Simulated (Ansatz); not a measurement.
Calculated with Ansatz (gas phase, PBE0-D4/def2-TZVP geometries, no zero-point term in ΔE). CCSD(T)/CBS is the MP2 limit (def2-TZVPP, def2-QZVPP) plus CCSD(T) − MP2 in def2-TZVPP, frozen cores. This one scheme is used for every species. DFT in def2-TZVPP. B3LYP here is the variant with VWN-RPA as its local correlation; programs differ in this. Each species was taken in one conformer, which may not be the lowest.

Reaction (ligand exchange at the Si–C bond): `C=C[SiH](C)O` + `N[SiH](O)F` → `C[Si@H](O)N[Si@@H](O)F` + `C=C`

```tsv
level	ΔE (kcal/mol)
r2SCAN-D4	-18.6
B2PLYP	-18.5
PBE	-16.3
r2SCAN	-18.4
B3LYP	-17.8
MP2/def2-TZVPP	-19.0
HF/def2-QZVPP	-19.7
SCS-MP2/def2-QZVPP	-19.0
```

(1) What does CCSD(T)/CBS give? (Estimate.)

Largest T1 diagnostic among the species: 0.011.

Answers

(1) The calculation gave: -18.9 kcal/mol. The listed levels differ from it by 0.3, 0.4, 2.6, 0.5, 1.1, -0.1, -0.8, -0.1 kcal/mol.

From PBE to PBE0 (25 % exact exchange), in def2-TZVPP and without D4, ΔE moves by −0.8 kcal/mol. The D4 term adds −1.3 kcal/mol with B3LYP and −0.7 kcal/mol with PBE0; it sums over pairs of atoms, weighted by their polarisabilities, and B3LYP, whose exchange is more repulsive, gets the larger term.
